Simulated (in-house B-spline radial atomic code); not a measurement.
A fraction x of an electron is removed from 5p in Sb2+, starting from [Kr] 4d10 5s2 5p1 and keeping the highest spin. Method: non-relativistic OLYP, spin-polarised, spherical fractional occupations, point nucleus. Calculated with an all-electron radial atomic-structure program (B-spline basis).

```csv
x,E(x) - E(0) (eV),5p up level (eV)
0,0.0000,-20.272
0.07,1.4386,-20.830
0.15,3.1306,-21.470
0.3,6.4411,-22.671
0.47,10.4112,-24.037
0.5,11.1360,-24.279
0.62,14.1075,-25.247
0.73,16.9337,-26.139
0.76,17.7215,-26.383
0.92,22.0475,-27.696
1,24.2898,-
```

The exact functional would give a straight line between the two integer points. Deviations E(x) - E(0) - x[E(1) - E(0)], in eV: -0.262 at x = 0.07, -0.513 at x = 0.15, -0.846 at x = 0.3, -1.005 at x = 0.47, -1.009 at x = 0.5, -0.952 at x = 0.62, -0.798 at x = 0.73, -0.739 at x = 0.76, -0.299 at x = 0.92.

The curve lies below the straight line by up to 1.009 eV (at x = 0.5): convex, the delocalisation error that favours fractional charges.

Q: How well does Slater's transition state (minus the level at half occupation) give the ionisation energy?

A: It gives 24.279 eV against 24.290 eV from the two total energies; NIST lists 25.32 eV, ground level to ground level.
